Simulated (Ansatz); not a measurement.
Mulliken charges of `[OH][Nb]([OH])([Cl])([Cl])[Cl]` from r2SCAN/def2-TZVPP in Ansatz (PBE0-D4/def2-TZVP geometry).

| atom | x (Å) | y (Å) | z (Å) | charge (e) |
| --- | --- | --- | --- | --- |
| O1 | -1.713 | 0.649 | 0.224 | -0.434 |
| Nb2 | 0.024 | -0.040 | 0.336 | 1.302 |
| O3 | 1.716 | -0.653 | -0.179 | -0.434 |
| Cl4 | -0.147 | 0.240 | -2.022 | -0.364 |
| Cl5 | 0.798 | 1.561 | 1.746 | -0.264 |
| Cl6 | -0.568 | -1.939 | 1.429 | -0.264 |
| H7 | -2.267 | 0.931 | -0.507 | 0.230 |
| H8 | 2.156 | -0.748 | -1.027 | 0.230 |

Problem. By hand: the dipole of these point charges (1 e Å = 4.8032 D).

Solution. Σ q r = (-0.003, 0.004, -0.037) e Å, of length 0.037 e Å = 0.18 D.

Problem. How does the dipole of the full density compare? (Estimate.)

Solution. The calculation gave: (-0.013, 0.022, -0.183) e Å, 0.89 D; the point charges give 0.20 times that, at 1° from its direction.

Point charges leave out the atoms' own dipoles, such as those of lone pairs, and Mulliken's split depends on the basis, so the two needn't agree.
